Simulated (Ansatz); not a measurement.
Total energies of the cluster Tl₂Br (the lowest doublet isomer of a short search) from Ansatz at PBE-D4/def2-TZVP, gas phase (1 Eh = 27.2114 eV = 2625.5 kJ/mol). The reference geometry is relaxed at PBE-D4/def2-TZVP.

```xyz
3

Tl   -1.558   -0.662   -0.884
Tl    0.449    0.134    1.851
Br    1.109    0.528   -0.967
```

```
                 state                     geometry  energy (Eh)
      charge 0 doublet                    reference  -2918.99075
      charge 1 singlet                    reference  -2918.78083
      charge 0 quartet  relaxed at PBE-D4/def2-TZVP  -2918.85718
free Tl atom (doublet)                            –   -172.53524
free Br atom (doublet)                            –  -2573.72072
```

In the def2 sets Tl takes a core potential; there is no spin–orbit coupling.

Question: Work out the vertical ionisation energy to the singlet.

Answer: E(charge 1 singlet) − E(charge 0 doublet) = -2918.78083 − (-2918.99075) = 0.20992 Eh = 5.71 eV. For comparison, −ε of the highest occupied level of the spin that leaves is 3.39 eV at this level, 2.32 eV less.

Question: Which of the charge 0 states is lowest, and how far above it are the others?

Answer: The doublet. quartet: -2918.85718 − (-2918.99075) = 0.13357 Eh = 350.7 kJ/mol. The quartet differs in its bonds from the reference.

Question: What is the binding energy per atom against free atoms?

Answer: Atoms: 2 × (-172.53524) + 1 × (-2573.72072) = -2918.79120 Eh. Binding: -2918.79120 − (-2918.99075) = 0.19955 Eh = 5.43 eV, or 1.81 eV for each of 3 atoms (no zero-point energy, no counterpoise term).

The structure comes from a short search, and lower isomers may exist.
